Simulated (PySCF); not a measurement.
# He⁺: ionisation energy

He⁺ 1s1 (2S) → He²⁺ (bare nucleus), as a difference of total energies. All numbers are calculated (PySCF 2.14, the spin-free X2C one-electron Hamiltonian (Gaussian nucleus), in x2c-TZVPPall (3s2p1d, 14 functions)). The calculations carry no spin-orbit coupling.

```csv
method,ionisation energy (eV)
UHF,54.375
LDA,52.798
PBE,54.211
PBE0,54.290
r2SCAN,54.384
r2SCAN0,54.381
CAM-B3LYP,54.108
M06-L,54.605
BHandHLYP,54.309
ROHF,54.375
```

For comparison: 54.418 eV (theoretical estimate listed by NIST; NIST Atomic Spectra Database, ionization energies).
